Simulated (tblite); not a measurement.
Record of a relaxation.

Species: C₈H₁₂BN.
Bonds: N1–B2, B2–C3, C3–C4, C4–C5 (double), C5–C6, C6–C7, C7–C8 (double), C6–C9, C9–C10, C4–C8, C6–C10. Hydrogens: H11, H12 on N1; H13 on B2; H14, H15 on C3; H16 on C5; H17 on C7; H18 on C8; H19, H20 on C9; H21, H22 on C10.

Computed with GFN2-xTB (tblite), gas phase: L-BFGS steps from a force-field or distance-geometry start until the largest atomic force falls under 0.01 eV/Å. 3 of its 153 geometries are shown.

Step 0: E = -743.3344 eV, largest atomic force 1.823 eV/Å
```
atom  x, y, z in Å  |  force x, y, z in eV/Å
N1     -3.176    0.414   -0.674   -0.484  -0.987  -0.915
B2     -2.570   -0.965   -0.769   -0.060   0.939   0.754
C3     -1.604   -1.497    0.408   -0.917   0.120  -0.128
C4     -0.403   -0.613    0.513   -1.462   0.156   1.077
C5      0.728   -0.798   -0.148    0.930   0.297   0.129
C6      1.618    0.319    0.229    0.511   0.569  -0.598
C7      0.879    1.153    1.203    0.762  -0.162   0.103
C8     -0.308    0.592    1.362   -1.236  -0.842  -0.058
C9      2.260    1.074   -0.920    1.341   0.111   0.216
C10     3.123    0.311    0.080   -0.411   0.455  -0.340
H11    -2.887    0.936   -1.529   -0.488  -0.373   0.848
H12    -4.223    0.289   -0.736    1.398   0.380  -0.047
H13    -2.797   -1.660   -1.680   -0.070  -0.112  -0.254
H14    -2.171   -1.487    1.359    0.348   0.023  -0.363
H15    -1.313   -2.530    0.187    0.106   0.211   0.197
H16     0.942   -1.603   -0.830    0.205   0.232   0.053
H17     1.233    2.036    1.728    0.146  -0.330  -0.406
H18    -1.092    0.954    2.013   -0.004  -0.196  -0.233
H19     2.208    0.592   -1.913   -0.143   0.885   0.613
H20     2.337    2.182   -0.799   -0.332  -1.158  -0.659
H21     3.540   -0.635   -0.307    0.053   0.823   0.690
H22     3.665    0.956    0.806   -0.194  -1.041  -0.680
```

Step 76: E = -744.8720 eV, largest atomic force 0.046 eV/Å
```
atom  x, y, z in Å  |  force x, y, z in eV/Å
N1     -3.299    0.132   -0.809   -0.017   0.018  -0.017
B2     -2.476   -0.970   -0.907   -0.011  -0.006  -0.019
C3     -1.693   -1.472    0.392    0.013  -0.003  -0.006
C4     -0.469   -0.621    0.482    0.025  -0.001   0.000
C5      0.683   -0.743   -0.208    0.015   0.015   0.001
C6      1.573    0.378    0.136    0.001   0.006   0.002
C7      0.820    1.151    1.137    0.006   0.002  -0.007
C8     -0.373    0.563    1.317    0.003   0.016   0.000
C9      2.416    1.074   -0.921   -0.006  -0.007   0.001
C10     3.084    0.290    0.145    0.008  -0.004  -0.001
H11    -3.771    0.556   -1.591   -0.002  -0.012   0.030
H12    -3.455    0.629    0.053    0.003  -0.011  -0.015
H13    -2.319   -1.470   -1.957   -0.016  -0.003   0.009
H14    -2.281   -1.347    1.302   -0.001   0.002   0.019
H15    -1.400   -2.518    0.322   -0.006  -0.034  -0.030
H16     0.939   -1.509   -0.918    0.000   0.025   0.015
H17     1.206    2.031    1.619   -0.021   0.005  -0.023
H18    -1.158    0.888    1.978    0.007   0.014   0.023
H19     2.376    0.662   -1.919    0.004   0.018  -0.001
H20     2.459    2.152   -0.886    0.010  -0.018  -0.001
H21     3.527   -0.661   -0.111   -0.016  -0.006   0.010
H22     3.602    0.823    0.928   -0.002  -0.017   0.008
```

Step 152: E = -744.8859 eV, largest atomic force 0.009 eV/Å
```
atom  x, y, z in Å  |  force x, y, z in eV/Å
N1     -3.381    0.144   -0.627    0.008  -0.003  -0.004
B2     -2.614   -0.976   -0.872    0.006   0.001  -0.002
C3     -1.636   -1.516    0.275   -0.006   0.001  -0.002
C4     -0.451   -0.611    0.367   -0.003   0.002   0.000
C5      0.740   -0.734   -0.254    0.000   0.001  -0.003
C6      1.592    0.413    0.099    0.001   0.002  -0.001
C7      0.760    1.223    1.001   -0.001   0.004  -0.003
C8     -0.429    0.616    1.145    0.001   0.000   0.004
C9      2.559    1.043   -0.887   -0.001  -0.002   0.002
C10     3.094    0.292    0.274   -0.004  -0.002   0.005
H11    -3.986    0.574   -1.305   -0.006  -0.001   0.005
H12    -3.357    0.647    0.245    0.001   0.000  -0.002
H13    -2.680   -1.487   -1.925    0.000   0.004   0.002
H14    -2.141   -1.528    1.243    0.005   0.001   0.002
H15    -1.294   -2.530    0.064    0.001   0.001   0.002
H16     1.056   -1.526   -0.907    0.001  -0.007  -0.003
H17     1.092    2.142    1.450   -0.001   0.001   0.002
H18    -1.250    0.956    1.752   -0.003  -0.001   0.001
H19     2.618    0.596   -1.867   -0.001  -0.001  -0.002
H20     2.630    2.120   -0.886   -0.001   0.000  -0.002
H21     3.527   -0.682    0.110    0.002   0.000  -0.004
H22     3.540    0.843    1.088    0.001   0.000   0.004
```

**Question.** Summarise the path.

**Answer.** The energy falls by 35.78 kcal/mol from step 0 to step 152; nine tenths of that is first reached at step 38. It falls at every step. The largest force goes from 1.823 to 0.009 eV/Å. Among the bonds N1–B2 changes most, from 1.509 to 1.379 Å; the atoms move by 0.458 Å rms after alignment.

**Question.** Follow the three bonds and two angles with the largest change from start to end.

**Answer.** 
| step | E above end (kcal/mol) | largest force (eV/Å) | N1–B2 (Å) | N1–H12 (Å) | C9–C10 (Å) | B2–N1–H11 (°) | B2–N1–H12 (°) |
| --- | --- | --- | --- | --- | --- | --- | --- |
| 0 | 35.78 | 1.823 | 1.509 | 1.057 | 1.526 | 107.1 | 106.7 |
| 7 | 25.64 | 0.181 | 1.460 | 1.014 | 1.485 | 111.7 | 110.8 |
| 13 | 25.33 | 0.149 | 1.461 | 1.016 | 1.480 | 111.9 | 112.4 |
| 20 | 24.72 | 0.165 | 1.458 | 1.012 | 1.480 | 111.2 | 115.0 |
| 26 | 21.11 | 0.961 | 1.414 | 1.019 | 1.498 | 114.8 | 117.7 |
| 33 | 6.70 | 0.761 | 1.389 | 1.008 | 1.476 | 125.0 | 123.3 |
| 40 | 2.61 | 0.353 | 1.381 | 1.010 | 1.481 | 121.9 | 125.6 |
| 46 | 1.22 | 0.166 | 1.378 | 1.008 | 1.482 | 121.9 | 124.7 |
| 53 | 0.69 | 0.107 | 1.381 | 1.006 | 1.481 | 124.3 | 123.2 |
| 59 | 0.52 | 0.060 | 1.379 | 1.007 | 1.483 | 124.6 | 122.9 |
| 66 | 0.43 | 0.060 | 1.380 | 1.007 | 1.483 | 124.2 | 123.0 |
| 73 | 0.34 | 0.065 | 1.380 | 1.007 | 1.482 | 124.1 | 123.1 |
| 79 | 0.30 | 0.044 | 1.379 | 1.007 | 1.482 | 124.1 | 123.2 |
| 86 | 0.23 | 0.043 | 1.380 | 1.007 | 1.483 | 124.5 | 123.0 |
| 93 | 0.17 | 0.038 | 1.379 | 1.007 | 1.482 | 124.1 | 123.3 |
| 99 | 0.13 | 0.034 | 1.379 | 1.007 | 1.482 | 123.8 | 123.6 |
| 106 | 0.11 | 0.014 | 1.379 | 1.007 | 1.482 | 124.1 | 123.2 |
| 112 | 0.10 | 0.015 | 1.379 | 1.007 | 1.482 | 124.2 | 123.1 |
| 119 | 0.09 | 0.027 | 1.379 | 1.007 | 1.483 | 124.4 | 122.9 |
| 126 | 0.08 | 0.020 | 1.379 | 1.007 | 1.482 | 124.5 | 122.8 |
| 132 | 0.06 | 0.036 | 1.379 | 1.006 | 1.482 | 124.3 | 123.0 |
| 139 | 0.03 | 0.019 | 1.379 | 1.007 | 1.483 | 124.2 | 123.2 |
| 145 | 0.02 | 0.027 | 1.379 | 1.007 | 1.483 | 123.9 | 123.3 |
| 152 | 0.00 | 0.009 | 1.379 | 1.007 | 1.482 | 124.2 | 123.1 |

What follows is the cost of the whole relaxation. The run took 1.3 s wall on Arm Neoverse V1, one thread, shared host with 32 logical CPUs at a one-minute load of 26.
